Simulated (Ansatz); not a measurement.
Dimethylcadmium + `[NH2][Ge][OH]` → `[CH3][Cd][NH2]` + `[CH3][Ge][OH]`  (redistribution)

Computed with Ansatz on PBE0-D4/def2-TZVP structures; ΔE is electronic, products minus reactants. CCSD(T)/CBS adds triple-zeta CCSD(T) − MP2 to the extrapolated MP2 energy (def2 sets, frozen cores). Functionals use def2-TZVPP. B3LYP here is the variant with VWN-RPA as its local correlation; programs differ in this. HSE06 is defined as in plane-wave codes. def2 core potentials past Kr. For Cd, Ge outer-core shells are correlated without core-valence functions, which leaves a few kJ/mol of doubt a bond. Scalar relativity is left out up to krypton. Each species was taken in one conformer, which may not be the lowest.

Is it downhill or uphill in electronic energy at CCSD(T)/CBS, and by how much? (Estimate.)

The calculation gave: Uphill: ΔE = +0.70 eV.

What do these levels give: PBE-D4, r2SCAN-D4, HSE06-D4, ωB97M-V, PBE-QIDH, revPBE, PBE0, B3LYP, CAM-B3LYP, HF/def2-TZVPP, CCSD(T)/def2-TZVPP, HF/def2-QZVPP? (Best estimate.)

Computed: PBE-D4 0.70, r2SCAN-D4 0.73, HSE06-D4 0.72, ωB97M-V 0.73, PBE-QIDH 0.74, revPBE 0.68, PBE0 0.72, B3LYP 0.73, CAM-B3LYP 0.74, HF/def2-TZVPP 0.74, CCSD(T)/def2-TZVPP 0.71, HF/def2-QZVPP 0.72 eV.

Largest T1 diagnostic among the species: 0.014.

From BLYP to BHLYP (50 % exact exchange), in def2-TZVPP and without D4, ΔE moves by +0.05 eV. Leaving LDA and LC-ωPBE aside and taking each functional with its dispersion term where it has one, the values, not all of them listed here, spread over 0.06 eV, from revPBE-D4 to r2SCAN0-D4. LDA lies +0.06 eV from PBE without D4.
